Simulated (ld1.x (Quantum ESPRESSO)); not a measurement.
u(r) = r·R(r): atom against pseudo-atom (zinc (Zn))

Columns: radius, all-electron u(r) and pseudo u(r) of the 4s shell (level -5.98 eV) of zinc in the configuration [Ar] 3d10 4s2 4p0; PBE, scalar-relativistic, TM scheme, ld1.x (Quantum ESPRESSO) 7.5.

```tsv
r (bohr)	all-electron	pseudo
0.158	-0.1676	-0.0226
0.315	0.0917	-0.0481
0.473	0.2719	-0.0801
0.630	0.2253	-0.1221
0.788	0.0670	-0.1783
0.945	-0.1130	-0.2498
1.102	-0.2756	-0.3347
1.260	-0.4080	-0.4260
1.418	-0.5077	-0.5108
1.575	-0.5777	-0.5778
1.732	-0.6233	-0.6233
1.890	-0.6492	-0.6492
2.047	-0.6591	-0.6591
2.205	-0.6567	-0.6567
2.362	-0.6450	-0.6450
2.520	-0.6261	-0.6261
2.678	-0.6021	-0.6021
2.835	-0.5746	-0.5746
2.992	-0.5449	-0.5449
3.150	-0.5138	-0.5138
3.308	-0.4822	-0.4822
3.465	-0.4510	-0.4510
3.622	-0.4203	-0.4203
3.780	-0.3905	-0.3905
3.938	-0.3619	-0.3619
4.095	-0.3348	-0.3348
```

**Question.** How many radial nodes do the two functions have?

**Answer.** The all-electron 4s function has n − l − 1 = 3 (the table is too coarse to show those close to the nucleus); the pseudo-wave has 0, since the states of the same l below it are removed with the core.

**Question.** At about which radius was the pseudo-wave matched?

**Answer.** 1.85 bohr. The columns agree to 0.0005 from 1.57 bohr on; several derivatives are matched, so the curves merge somewhat inside the radius.

**Question.** Where does each function peak?

**Answer.** Outermost all-electron maximum near 2.05 bohr, pseudo maximum near 2.05 bohr (to the table’s step).

**Question.** Is the pseudo-wave norm-conserving?

**Answer.** Yes: the TM scheme keeps the norm inside the radius equal to the all-electron one, which fixes the energy derivative of the logarithmic derivative at the level.
